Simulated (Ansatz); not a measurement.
Reaction (redistribution): `C=C[Se][SiH2]C` + `N=CBN` → `C[SiH2]BN` + `C=C[Se]C=N`

Isolated molecules relaxed with PBE0-D4/def2-TZVP in Ansatz; ΔE leaves out vibrations. CBS: MP2 limit from def2 TZ/QZ plus the TZ coupled-cluster correction, frozen cores. DFT in def2-TZVPP. For Se outer-core shells are correlated without core-valence functions, which leaves a few kJ/mol of doubt a bond. Scalar relativity is left out up to krypton. One conformer a species, not always the lowest.

```
         species  ωB97X-V energy (Eh)
`C=C[Se][SiH2]C`          -2809.93628
         `N=CBN`           -175.50063
     `C[SiH2]BN`           -412.02940
    `C=C[Se]C=N`          -2573.36894
```

Task: Work out ΔE.

Result: ΔE = (-412.02940) + (-2573.36894) − (-2809.93628) − (-175.50063) = 0.03857 Eh = +1.05 eV. CCSD(T)/CBS gives +1.13 eV.

Largest T1 diagnostic among the species: 0.013.

In def2-TZVPP, CCSD(T) changes the Hartree–Fock value by −0.15 eV (the triples alone add −0.03 eV) and MP2 by −0.12 eV. From PBE to PBE0 (25 % exact exchange), in def2-TZVPP and without D4, ΔE moves by +0.10 eV. The D4 term adds +0.04 eV with B3LYP and +0.02 eV with PBE0; it sums over pairs of atoms, weighted by their polarisabilities, and B3LYP, whose exchange is more repulsive, gets the larger term.

B3LYP here is the variant with VWN-RPA as its local correlation; programs differ in this.
